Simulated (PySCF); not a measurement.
# Working out the ionisation energy of Zn

Zn [Ar] 3d10 4s2 (1S) → Zn⁺ [Ar] 3d10 4s1 (2S). Computed with PySCF 2.14 in 6-31G*, with the non-relativistic Hamiltonian (point nucleus). Frozen: [Ar]. Energies in hartree (1 hartree = 27.21139 eV):

```tsv
part	Zn (lower)	Zn⁺ (upper)
UHF	-1777.481098	-1777.209131
CCSD correlation	-0.233468	-0.195072
(T)	-0.006892	-0.005489
```

**Question.** What does Hartree-Fock give?

**Answer.** (-1777.209131) − (-1777.481098) = 0.271967 hartree = 7.401 eV.

**Question.** What do CCSD and CCSD(T) give?

**Answer.** The CCSD correlation energies differ by 0.038396 hartree = 1.045 eV and the triples by 0.001403 hartree = 0.038 eV, so CCSD gives 8.446 eV and CCSD(T) 8.484 eV.

Measured between the centres of the two terms (NIST): 9.394 eV, so CCSD(T) (valence) is off by -0.910 eV.

The calculation is non-relativistic.

What remains against the reference includes basis incompleteness, the frozen core and higher excitations.
